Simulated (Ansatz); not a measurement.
Computed with Ansatz on PBE0-D4/def2-TZVP structures; ΔE is electronic, products minus reactants. CBS: MP2 limit from def2 TZ/QZ plus the TZ coupled-cluster correction, frozen cores. This one scheme is used for every species. Double bonds are as drawn, so ΔE can hold a change between cis and trans. Functionals use def2-TZVPP. B3LYP here is the variant with VWN-RPA as its local correlation; programs differ in this. For Ga outer-core shells are correlated without core-valence functions, which leaves a few kJ/mol of doubt a bond. Scalar relativity is left out up to krypton. One conformer a species, not always the lowest.

Consider the ligand exchange at a Ga–C bond: `O/[C]([GaH2])=N/[SiH3]` + CH₃SH → `C[S][GaH2]` + `O/C=N/[SiH3]`.

CCSD(T)/CBS gives -96.1 kJ/mol.

Task: Another level gave -95.6 kJ/mol. Which?
A. ωB97M-V/def2-TZVPP
B. B3LYP/def2-TZVPP
C. HF/def2-TZVPP
D. PBE0/def2-TZVPP

Result: A. ωB97M-V -95.6, B3LYP -107.1, PBE0 -101.6, HF/def2-TZVPP -118.0 kJ/mol.

Largest T1 diagnostic among the species: 0.015.

The D4 term adds +6.1 kJ/mol with B3LYP and +3.3 kJ/mol with PBE0; it sums over pairs of atoms, weighted by their polarisabilities, and B3LYP, whose exchange is more repulsive, gets the larger term. In def2-TZVPP, CCSD(T) changes the Hartree–Fock value by +24.5 kJ/mol (the triples alone add +2.6 kJ/mol) and MP2 by +20.4 kJ/mol.
